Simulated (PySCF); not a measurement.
MoOCl4, SMILES [Cl][Mo]([Cl])([Cl])([Cl])=[O], multiplicity 1.

Geometry: B3LYP-D3(BJ)/def2-SVP. The multiplicity is an assumed one; no other spin state was optimised. The isomer is the one that the SMILES or the coordinates give; other isomers of the formula were not compared. The def2 effective core potentials stand for the cores of Mo; spin–orbit coupling is left out.

Level of theory: PBE0/def2-TZVP (PySCF).

```json
{
  "total_energy": "-1983.80879 hartree",
  "highest_occupied_level": "-8.91 eV",
  "lowest_empty_level": "-4.87 eV",
  "orbital_gap": "4.04 eV",
  "dipole_moment": "0.222 e·Å",
  "quadrupole, principal values (traceless, Buckingham form, about the centre of nuclear charge)": "-9.19, 4.59, 4.59 D·Å",
  "mean_static_polarisability": "102.5 bohr³ (15.19 Å³)",
  "polarisability_principal_values": "102.0, 102.8, 102.8 bohr³"
}
```
